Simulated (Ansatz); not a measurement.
Mulliken charges of `CB[SiH2]Cl` from r2SCAN/def2-TZVPP in Ansatz (PBE0-D4/def2-TZVP geometry).

| atom | x (Å) | y (Å) | z (Å) | charge (e) |
| --- | --- | --- | --- | --- |
| C1 | -1.409 | 0.711 | -0.039 | -0.200 |
| B2 | -0.468 | -0.507 | -0.229 | 0.039 |
| Si3 | 1.487 | -0.378 | 0.236 | 0.358 |
| Cl4 | 2.613 | -1.954 | -0.487 | -0.272 |
| H5 | -1.045 | 1.520 | 0.597 | 0.061 |
| H6 | -1.497 | 1.129 | -1.058 | 0.071 |
| H7 | -2.429 | 0.440 | 0.246 | 0.080 |
| H8 | -0.910 | -1.520 | -0.692 | 0.017 |
| H9 | 1.643 | -0.365 | 1.719 | -0.078 |
| H10 | 2.098 | 0.873 | -0.289 | -0.076 |

**Question.** By hand: the dipole of these point charges (1 e Å = 4.8032 D).

**Answer.** Σ q r = (-0.582, 0.379, 0.073) e Å, of length 0.698 e Å = 3.35 D.

**Question.** How does the dipole of the full density compare? (Best estimate.)

**Answer.** The calculation gave: (-0.410, 0.322, 0.046) e Å, 2.51 D; the point charges give 1.33 times that, at 5° from its direction.

Point charges leave out the atoms' own dipoles, such as those of lone pairs, and Mulliken's split depends on the basis, so the two needn't agree.
